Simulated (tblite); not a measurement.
Compound: C₅H₁₁ClSi.
Numbering: `[SiH3:1][C@@H:2]1[CH2:3][CH2:4][CH2:5][C@@H:6]1[Cl:7]` (hydrogens: H8, H9, H10 on Si1; H11 on C2; H12, H13 on C3; H14, H15 on C4; H16, H17 on C5; H18 on C6)

Computed with GFN2-xTB (tblite), gas phase: L-BFGS steps from a force-field or distance-geometry start until the largest atomic force falls under 0.01 eV/Å.

Step 6: E = -615.2007 eV
```
atom  x, y, z in Å  |  force x, y, z in eV/Å
Si1     2.4535    0.2429   -0.1066   -0.072   0.072  -0.008
C2      0.6364   -0.2924    0.1167   -0.105  -0.100   0.109
C3     -0.2193   -0.3679   -1.1540   -0.011  -0.004  -0.023
C4     -1.6879   -0.3203   -0.6789    0.045  -0.012   0.039
C5     -1.6304   -0.0862    0.8382    0.044   0.009   0.023
C6     -0.2422    0.4915    1.0812    0.048   0.042   0.035
Cl7    -0.2459    2.2336    0.7070    0.088   0.130  -0.132
H8      2.5603    1.5299   -0.7850   -0.031   0.002   0.014
H9      3.0803    0.2732    1.2166   -0.029   0.044   0.008
H10     3.1000   -0.8046   -0.9019   -0.017   0.013  -0.029
H11     0.6632   -1.2995    0.5510    0.039  -0.084  -0.017
H12    -0.0102    0.4764   -1.8125    0.013   0.009   0.057
H13    -0.0028   -1.2800   -1.7078    0.003  -0.003  -0.040
H14    -2.2187    0.4977   -1.1659    0.009  -0.041   0.002
H15    -2.2131   -1.2497   -0.9012    0.006   0.056  -0.034
H16    -1.6884   -1.0339    1.3768   -0.081  -0.019   0.002
H17    -2.4295    0.5638    1.1952    0.052  -0.016  -0.021
H18     0.0860    0.4320    2.1196   -0.003  -0.097   0.017
```

Step 7: E = -615.2043 eV
```
atom  x, y, z in Å  |  force x, y, z in eV/Å
Si1     2.4462    0.2464   -0.1072    0.033   0.089   0.001
C2      0.6339   -0.2985    0.1189   -0.047  -0.055   0.086
C3     -0.2180   -0.3689   -1.1534   -0.051  -0.016  -0.006
C4     -1.6875   -0.3211   -0.6800    0.016   0.002   0.063
C5     -1.6297   -0.0869    0.8387    0.028   0.012   0.013
C6     -0.2398    0.4899    1.0809   -0.014   0.002   0.047
Cl7    -0.2352    2.2290    0.6994    0.073   0.144  -0.123
H8      2.5593    1.5365   -0.7875   -0.053  -0.069   0.051
H9      3.0780    0.2756    1.2174   -0.058   0.049  -0.043
H10     3.0964   -0.8019   -0.9018   -0.030   0.037  -0.018
H11     0.6607   -1.3035    0.5553    0.043  -0.111  -0.026
H12    -0.0055    0.4778   -1.8069    0.005   0.019   0.044
H13     0.0002   -1.2786   -1.7096   -0.005  -0.016  -0.050
H14    -2.2214    0.4978   -1.1641    0.044  -0.057   0.001
H15    -2.2154   -1.2495   -0.9044    0.031   0.067  -0.019
H16    -1.6918   -1.0354    1.3782   -0.067   0.025  -0.017
H17    -2.4267    0.5668    1.1949    0.054  -0.033  -0.027
H18     0.0875    0.4305    2.1194   -0.002  -0.088   0.024
```

Step 8: E = -615.2080 eV
```
atom  x, y, z in Å  |  force x, y, z in eV/Å
Si1     2.4386    0.2514   -0.1078    0.107   0.058   0.012
C2      0.6307   -0.3059    0.1226    0.036  -0.006   0.032
C3     -0.2173   -0.3703   -1.1526   -0.055  -0.026   0.022
C4     -1.6868   -0.3219   -0.6801   -0.011   0.015   0.064
C5     -1.6283   -0.0875    0.8396    0.001   0.014  -0.002
C6     -0.2376    0.4884    1.0815   -0.058  -0.033   0.040
Cl7    -0.2221    2.2269    0.6889    0.055   0.094  -0.090
H8      2.5571    1.5425   -0.7894   -0.071  -0.106   0.070
H9      3.0743    0.2793    1.2175   -0.076   0.054  -0.076
H10     3.0919   -0.7981   -0.9021   -0.042   0.063  -0.005
H11     0.6588   -1.3101    0.5595    0.039  -0.111  -0.034
H12    -0.0003    0.4797   -1.8000   -0.006   0.019   0.036
H13     0.0032   -1.2772   -1.7124   -0.020  -0.017  -0.048
H14    -2.2235    0.4969   -1.1621    0.069  -0.049  -0.003
H15    -2.2172   -1.2479   -0.9082    0.045   0.053   0.004
H16    -1.6969   -1.0365    1.3795   -0.041   0.062  -0.029
H17    -2.4227    0.5696    1.1942    0.032  -0.028  -0.022
H18     0.0892    0.4271    2.1198   -0.004  -0.056   0.030
```

Step 9: E = -615.2111 eV
```
atom  x, y, z in Å  |  force x, y, z in eV/Å
Si1     2.4335    0.2563   -0.1081    0.109  -0.003   0.019
C2      0.6286   -0.3126    0.1264    0.091   0.019  -0.018
C3     -0.2173   -0.3720   -1.1515   -0.022  -0.027   0.043
C4     -1.6861   -0.3224   -0.6790   -0.016   0.018   0.039
C5     -1.6271   -0.0876    0.8403   -0.020   0.019  -0.012
C6     -0.2365    0.4868    1.0827   -0.051  -0.048   0.016
Cl7    -0.2097    2.2267    0.6780    0.036   0.006  -0.043
H8      2.5539    1.5461   -0.7898   -0.080  -0.096   0.064
H9      3.0699    0.2836    1.2164   -0.070   0.059  -0.067
H10     3.0872   -0.7936   -0.9025   -0.039   0.071  -0.004
H11     0.6581   -1.3179    0.5623    0.034  -0.077  -0.044
H12     0.0039    0.4816   -1.7932   -0.020   0.009   0.035
H13     0.0053   -1.2763   -1.7158   -0.036  -0.004  -0.033
H14    -2.2239    0.4953   -1.1606    0.075  -0.018  -0.013
H15    -2.2181   -1.2456   -0.9114    0.041   0.019   0.025
H16    -1.7021   -1.0364    1.3802   -0.015   0.072  -0.025
H17    -2.4187    0.5715    1.1932   -0.008  -0.003  -0.009
H18     0.0904    0.4229    2.1208   -0.011  -0.015   0.027
```

**Question.** Estimate the geometry and energy of step 10. (The exact step hangs on the optimiser's Hessian estimate; all steps are aligned on step 9, rigid shifts and turns removed.)

**Answer.** E = -615.2132 eV, largest force 0.102 eV/Å
```
atom  x, y, z in Å  |  force x, y, z in eV/Å
Si1     2.4319    0.2593   -0.1079    0.055  -0.053   0.018
C2      0.6286   -0.3171    0.1289    0.089   0.012  -0.037
C3     -0.2175   -0.3735   -1.1501    0.021  -0.018   0.045
C4     -1.6857   -0.3224   -0.6775   -0.001   0.012   0.005
C5     -1.6266   -0.0873    0.8406   -0.025   0.027  -0.013
C6     -0.2363    0.4851    1.0838   -0.009  -0.043  -0.009
Cl7    -0.2009    2.2270    0.6698    0.022  -0.072  -0.003
H8      2.5501    1.5467   -0.7889   -0.078  -0.053   0.040
H9      3.0656    0.2877    1.2146   -0.042   0.060  -0.023
H10     3.0834   -0.7893   -0.9030   -0.020   0.053  -0.017
H11     0.6585   -1.3245    0.5630    0.033  -0.030  -0.051
H12     0.0062    0.4829   -1.7879   -0.028  -0.003   0.035
H13     0.0059   -1.2757   -1.7187   -0.047   0.010  -0.015
H14    -2.2228    0.4939   -1.1599    0.065   0.017  -0.023
H15    -2.2178   -1.2437   -0.9130    0.027  -0.016   0.038
H16    -1.7061   -1.0351    1.3801    0.000   0.055  -0.009
H17    -2.4163    0.5727    1.1923   -0.042   0.027   0.003
H18     0.0910    0.4197    2.1220   -0.020   0.016   0.016
```

The energy changes by -0.0022 eV. The first-order estimate −F·Δx gives -0.0031 eV and the mean of the old and new forces, exact on a quadratic surface, -0.0022 eV. The step makes an angle of 62° with the force vector and moves no atom by more than 0.012 Å.

What follows is the cost of the whole relaxation. Time: 1.7 s of wall time. Hardware: one thread, Arm Neoverse N1 (aarch64), on a shared host.
